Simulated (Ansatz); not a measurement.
Kohn–Sham single points on C2H6BrNSi, SMILES `CN(C)[Si]Br`.

```yaml
crystal:
  periodic: [false, false, false]
  atoms:
    - {symbol: C, position_ang: [0.029288, 0.789183, -0.845115]}
    - {symbol: N, position_ang: [0.047364, -0.018804, 0.352442]}
    - {symbol: C, position_ang: [-0.214965, -1.420913, 0.078896]}
    - {symbol: Si, position_ang: [0.315415, 0.365757, 1.996734]}
    - {symbol: Br, position_ang: [0.673686, 2.622537, 1.914507]}
    - {symbol: H, position_ang: [0.227317, 1.831705, -0.606306]}
    - {symbol: H, position_ang: [0.788115, 0.438519, -1.554195]}
    - {symbol: H, position_ang: [-0.946805, 0.718693, -1.338901]}
    - {symbol: H, position_ang: [0.538965, -1.833586, -0.600708]}
    - {symbol: H, position_ang: [-0.193220, -1.999677, 1.006562]}
    - {symbol: H, position_ang: [-1.199860, -1.550614, -0.383416]}
basis:
  gaussian: {orbitals: def2-TZVPP}
hamiltonian: {xc: pbe0, dispersion: d4}
output: {orbitals: {seedname: orbitals}}
```

```sh
$ ansatz run in.yaml --threads 4 --pin off --events-out ev --progress --plain --max-ram 10444MiB
```

Shortened log:

```
Functional definition: PBE0
1573 factors; their error is unknown
mean field evaluation 1: about -81563.1654 eV, gradient 6.3e1 eV
mean field evaluation 2: about -81533.8725 eV, gradient 1.2e2 eV
mean field evaluation 4: about -81572.2674 eV, gradient 6.7e0 eV
mean field evaluation 8: about -81572.3592 eV, gradient 1.5e-1 eV
mean field evaluation 16: about -81572.8024 eV, gradient 3.6e-4 eV
mean field -81572.80235579 eV, -2997.7451945438 hartree, gradient 3.3e-5 eV, S^2 0.000000; 0 other end points of the search recorded, 0 dependent functions left out
reference -81572.80238795 eV, -2997.7451957257 hartree; 37, 37 occupied and 230, 230 virtual orbitals, 1573 factors
Total energy: -81573.05027380 eV, -2997.7543053629 hartree
```

Hardware: 4 threads of an Arm Neoverse V2 on a shared host. Wall time 3.6 s, peak host memory 0.83 GiB.

Changing it to `hamiltonian: {xc: {name: revPBE}, dispersion: d4}` (abridged; 2.4 s):

```
Functional definition: revPBE
mean field evaluation 16: about -81579.7779 eV, gradient 4.2e-4 eV
mean field -81579.77791457 eV, -2998.0015416011 hartree, gradient 4.5e-5 eV, S^2 0.000000
Total energy: -81580.65392199 eV, -2998.0337342799 hartree
```

With the line `hamiltonian: {xc: {name: B2PLYP}}` (abridged; 7 s):

```
Functional definition: B2PLYP
mean field evaluation 16: about -81563.3502 eV, gradient 3.3e-4 eV
mean field -81563.35021274 eV, -2997.3978346939 hartree, gradient 2.6e-6 eV, S^2 0.000000
17 core orbitals not correlated: weight in the atoms' cores, before any rotation towards them, 1.000 or more for the frozen orbitals, at most 0.000 for the correlated occupied ones
second order -30.97124286 eV of doubles, -0.00000000 eV of singles
Total energy: -81571.71262864 eV, -2997.7051478098 hartree
```

With the line `hamiltonian: {xc: {name: BHLYP}, dispersion: d4}` (abridged; 3.8 s):

```
Functional definition: BHLYP
mean field evaluation 16: about -81586.0829 eV, gradient 3.7e-4 eV
mean field -81586.08294955 eV, -2998.2332473628 hartree, gradient 2.6e-5 eV, S^2 0.000000
Total energy: -81586.45653079 eV, -2998.2469762202 hartree
```

With the line `hamiltonian: {xc: {name: LC-wPBE}}` (abridged; 2.9 s):

```
Functional definition: LC-wPBE
mean field evaluation 16: about -81573.9296 eV, gradient 1.2e-4 eV
mean field -81573.92961105 eV, -2997.7866204108 hartree, gradient 3.3e-5 eV, S^2 0.000000
Total energy: -81573.92961106 eV, -2997.7866204111 hartree
```

With the line `hamiltonian: {xc: {name: B97M-V}}` (abridged; 11 s):

```
Functional definition: B97M-V
mean field evaluation 16: about -81573.8014 eV, gradient 7.9e-4 eV
mean field -81573.80144809 eV, -2997.7819105089 hartree, gradient 3.0e-5 eV, S^2 0.000000
Total energy: -81573.80150803 eV, -2997.7819127116 hartree
```
